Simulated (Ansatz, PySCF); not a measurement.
Process, species as SMILES: F[Si](Cl)(Cl)Cl -> F[Si](Cl)Cl + Cl atom (the Cl-Si bond at the site shown breaks; other sites are not compared here)
Geometries: B3LYP-D3(BJ)/def2-TZVP minima from Ansatz (a quantum-chemistry and plane-wave program). Frequencies are from Ansatz or PySCF.

Property: bond dissociation energy (enthalpy at 298 K, with B3LYP-D3(BJ) rigid-rotor harmonic-oscillator terms), in kcal/mol. Valence correlation only, unless marked. UHF or UKS for open shells. No spin-orbit coupling. No relativistic terms. CBS(X,Y): correlation extrapolated as X^-3; Hartree-Fock from the larger set. [CCSD(T)-MP2]/basis is that difference in the basis named.

```tsv
level	program	bond dissociation energy (kcal/mol)
HF/STO-3G	Ansatz	78.7
HF/cc-pV(T+d)Z	Ansatz	85.0
```

Task: What does RI-MP2/CBS(cc-pV(T+d)Z,cc-pV(Q+d)Z)+[CCSD(T)-MP2]/cc-pV(T+d)Z (Ansatz) give?

Result: 114.8 kcal/mol, so HF/cc-pV(T+d)Z differs from it by -29.8 kcal/mol.
